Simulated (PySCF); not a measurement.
Isomers of CH11O2PSi3, one GFN2-xTB conformer each. Single-point energies are computed at PBE0/pcSseg-1 (PySCF, gas phase, no added dispersion term), electronic only.

```csv
SMILES,GFN2-xTB relative energy (kcal/mol)
CO[Si@@]([SiH3])(P)O[SiH3],48.4
CO[Si@H](O[SiH3])[SiH2]P,46.3
O[SiH2]O[Si@H](P)C[SiH3],42.9
CO[Si@@H]([SiH2]O)[SiH2]P,90.4
[SiH3]O[SiH2]CO[SiH2]P,39.1
C[SiH2]O[Si@@H](P)O[SiH3],0.6
C[Si@H](P)O[SiH2]O[SiH3],0.0
```

Conformers: `[CH3:1][O:2][Si@@:3]([SiH3:4])([PH2:5])[O:6][SiH3:7]` with C1–O2–Si3–Si4 54°, O2–Si3–P5–H -87° and 180°, O2–Si3–O6–Si7 -57°; `[CH3:1][O:2][Si@H:3]([O:4][SiH3:5])[SiH2:6][PH2:7]` with C1–O2–Si3–O4 -48°, O2–Si3–O4–Si5 -67°, O2–Si3–Si6–P7 51°, Si3–Si6–P7–H -55° and -148°; `[OH:1][SiH2:2][O:3][Si@H:4]([PH2:5])[CH2:6][SiH3:7]` with H–O1–Si2–O3 -177°, O1–Si2–O3–Si4 0°, Si2–O3–Si4–P5 79°, O3–Si4–P5–H 72° and 165°, O3–Si4–C6–Si7 -51°; `[CH3:1][O:2][Si@@H:3]([SiH2:4][OH:5])[SiH2:6][PH2:7]` with C1–O2–Si3–Si4 175°, O2–Si3–Si4–O5 178°, Si3–Si4–O5–H -52°, O2–Si3–Si6–P7 -148°, Si3–Si6–P7–H 87° and 180°; `[SiH3:1][O:2][SiH2:3][CH2:4][O:5][SiH2:6][PH2:7]` with Si1–O2–Si3–C4 39°, O2–Si3–C4–O5 -53°, Si3–C4–O5–Si6 128°, C4–O5–Si6–P7 -170°, O5–Si6–P7–H -96° and 171°; `[CH3:1][SiH2:2][O:3][Si@@H:4]([PH2:5])[O:6][SiH3:7]` with C1–Si2–O3–Si4 25°, Si2–O3–Si4–P5 -65°, O3–Si4–P5–H -162° and -69°, O3–Si4–O6–Si7 -32°; `[CH3:1][Si@H:2]([PH2:3])[O:4][SiH2:5][O:6][SiH3:7]` with C1–Si2–P3–H 73° and 166°, C1–Si2–O4–Si5 -16°, Si2–O4–Si5–O6 -23°, O4–Si5–O6–Si7 -4°.

Question: What does PBE0/pcSseg-1 give for the same structures?

Answer: 
| SMILES | PBE0/pcSseg-1 E (Eh) | PBE0/pcSseg-1 (kcal/mol) | GFN2-xTB (kcal/mol) | point group |
| --- | --- | --- | --- | --- |
| C[Si@H](P)O[SiH2]O[SiH3] | -1404.39109 | 0.0 | 0.0 | C1 |
| C[SiH2]O[Si@@H](P)O[SiH3] | -1404.38980 | 0.8 | 0.6 | C1 |
| O[SiH2]O[Si@H](P)C[SiH3] | -1404.35787 | 20.8 | 42.9 | C1 |
| CO[Si@@]([SiH3])(P)O[SiH3] | -1404.32242 | 43.1 | 48.4 | C1 |
| CO[Si@H](O[SiH3])[SiH2]P | -1404.32161 | 43.6 | 46.3 | C1 |
| [SiH3]O[SiH2]CO[SiH2]P | -1404.30370 | 54.8 | 39.1 | C1 |
| CO[Si@@H]([SiH2]O)[SiH2]P | -1404.27525 | 72.7 | 90.4 | C1 |

Both levels put the same isomer lowest; measured from each level's own lowest isomer, the values differ by up to 22.1 kcal/mol (O[SiH2]O[Si@H](P)C[SiH3]: 42.9 against 20.8). As drawn, the lowest has an Si–C bond, which the highest lacks; the highest has an O–H bond and an Si–Si bond, which the lowest lacks. Neighbours under 2.5 kcal/mol apart (C[Si@H](P)O[SiH2]O[SiH3] and C[SiH2]O[Si@@H](P)O[SiH3]; CO[Si@@]([SiH3])(P)O[SiH3] and CO[Si@H](O[SiH3])[SiH2]P) can change places with a better method, another conformer or zero-point energy.

Question: Which frontier levels, dipoles and rotational constants go with these structures?

Answer: 
| SMILES | HOMO (eV, PBE0/pcSseg-1) | LUMO (eV) | dipole (D) | A, B, C (MHz) |
| --- | --- | --- | --- | --- |
| C[Si@H](P)O[SiH2]O[SiH3] | -7.35 | 0.22 | 1.55 | 2274, 585.0, 491.2 |
| C[SiH2]O[Si@@H](P)O[SiH3] | -7.43 | 0.07 | 0.78 | 1141, 997.5, 706.2 |
| O[SiH2]O[Si@H](P)C[SiH3] | -7.24 | 0.35 | 1.28 | 1132, 951.4, 609.7 |
| CO[Si@@]([SiH3])(P)O[SiH3] | -7.22 | -0.34 | 1.18 | 1091, 882.9, 773.3 |
| CO[Si@H](O[SiH3])[SiH2]P | -7.39 | -0.52 | 1.57 | 1239, 807.6, 644.6 |
| [SiH3]O[SiH2]CO[SiH2]P | -7.49 | -0.03 | 1.63 | 1534, 719.8, 550.3 |
| CO[Si@@H]([SiH2]O)[SiH2]P | -7.55 | -1.30 | 2.86 | 1245, 884.5, 544.6 |
